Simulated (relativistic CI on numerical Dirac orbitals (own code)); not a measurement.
# Pd11+: q coefficients and field-shift factors

Computed by Dirac-Coulomb-Breit CI, separate exchange-only KLI orbitals for each configuration, derivatives by finite differences, unscaled Slater integrals, QED left out (own radial code, finite nucleus).

Configurations in the expansion (outside the closed core [Ar] 3d10): 4s²4p⁵, 4s4p⁶, 4s²4p⁴4d, 4s4p⁵4d, 4s²4p⁴4f, 4s4p⁵4f. Double excitations out of closed p, d and f shells are left out; levels of such configurations are missing from the list, as are those of other unlisted configurations, and high levels can miss mixing partners.

With x = (α/α₀)² − 1 an excitation energy changes as ω = ω₀ + qx; K = 2q/ω₀ is the relative enhancement. Terms are leading LS components, so labels can repeat. The field-shift factor is F = δν/δ⟨r²⟩ for the transition from the lowest level.

Lowest level 4s²4p⁵ ²P°3/2.

```
         Level  ω₀ (cm⁻¹)  q (cm⁻¹)       K  F (GHz/fm²)
 4s²4p⁵ ²P°1/2      44914     48080    2.14       -0.942
   4s4p⁶ ²S1/2     324989     56420   0.347          -45
4s²4p⁴4d ⁴D5/2     425563     13560  0.0637         1.35
4s²4p⁴4d ⁴D3/2     427342     12470  0.0584         1.36
4s²4p⁴4d ⁴D7/2     428464     17930  0.0837         1.36
4s²4p⁴4d ⁴D1/2     433259     16840  0.0777         1.33
4s²4p⁴4d ⁴F9/2     445925     12430  0.0558         1.49
4s²4p⁴4d ⁴F7/2     454029     10350  0.0456         1.44
4s²4p⁴4d ²D3/2     465708     16250  0.0698         1.41
4s²4p⁴4d ²P1/2     466515     40590   0.174        0.931
4s²4p⁴4d ⁴P1/2     470932     23900   0.102        0.628
4s²4p⁴4d ⁴F5/2     472732     39680   0.168        0.848
4s²4p⁴4d ⁴F3/2     476960     39040   0.164        0.945
```

At this charge energies of transitions that change n are usually good to better than 1 %, and those within a shell (Δn = 0) to a few per cent.
